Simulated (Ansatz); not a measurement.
Ru3H3⁺. Charge 1, multiplicity 1. Geometry PBE0-D4/def2-TZVP.

```csv
atom,x (Å),y (Å),z (Å)
Ru1,-1.406,-0.561,-0.694
Ru2,0.603,-1.120,0.087
Ru3,-0.321,1.233,0.052
H4,-1.048,0.918,1.386
H5,1.050,-0.916,-1.385
H6,1.122,0.446,0.554
```

In the def2 sets Ru takes a core potential; there is no spin–orbit coupling. At HF/def2-TZVP, r2SCAN-D4/def2-TZVP the restricted singlet is unstable: a solution with broken spin symmetry lies lower. The restricted singlet is unstable towards broken spin symmetry at other levels; at PBE-D4/def2-SVP, PBE0-D4/def2-SVP, ωB97M-V/def2-TZVP this wasn't settled. The geometry of the singlet was relaxed on an unsound state (restricted singlet, unstable towards broken spin symmetry). At PBE0-D4/def2-TZVP a quintet of charge 1 lies 1.31 eV below the restricted singlet, each at its own geometry. The structure comes from a short search, and lower isomers may exist.

(1) Estimate the orbital energies around the gap (eV) in Ansatz with HF/def2-TZVP, PBE-D4/def2-SVP, r2SCAN-D4/def2-TZVP, PBE0-D4/def2-SVP, ωB97M-V/def2-TZVP.

## Answers

(1) 
```tsv
orbital	HF/def2-TZVP	PBE-D4/def2-SVP	r2SCAN-D4/def2-TZVP	PBE0-D4/def2-SVP	ωB97M-V/def2-TZVP
HOMO−9	-17.59	-14.09	-14.20	-15.15	-17.20
HOMO−8	-17.28	-13.45	-13.48	-14.34	-16.29
HOMO−7	-16.81	-12.80	-12.82	-13.63	-15.65
HOMO−6	-16.54	-12.53	-12.62	-13.59	-15.63
HOMO−5	-15.52	-12.18	-12.13	-12.79	-14.74
HOMO−4	-15.46	-11.37	-11.44	-12.56	-14.64
HOMO−3	-14.71	-10.34	-10.37	-11.33	-13.43
HOMO−2	-14.61	-10.14	-10.26	-11.26	-13.41
HOMO−1	-14.17	-10.00	-10.02	-11.15	-13.31
HOMO	-13.29	-9.90	-9.97	-10.94	-13.03
LUMO	-4.00	-9.73	-9.51	-8.44	-5.96
LUMO+1	-3.84	-9.59	-9.39	-8.39	-5.92
LUMO+2	-3.48	-8.61	-8.33	-7.44	-5.38
LUMO+3	-3.18	-8.26	-8.02	-7.25	-5.33
LUMO+4	-2.89	-8.05	-7.76	-7.13	-5.00
LUMO+5	-2.32	-7.27	-6.94	-6.36	-4.70
```
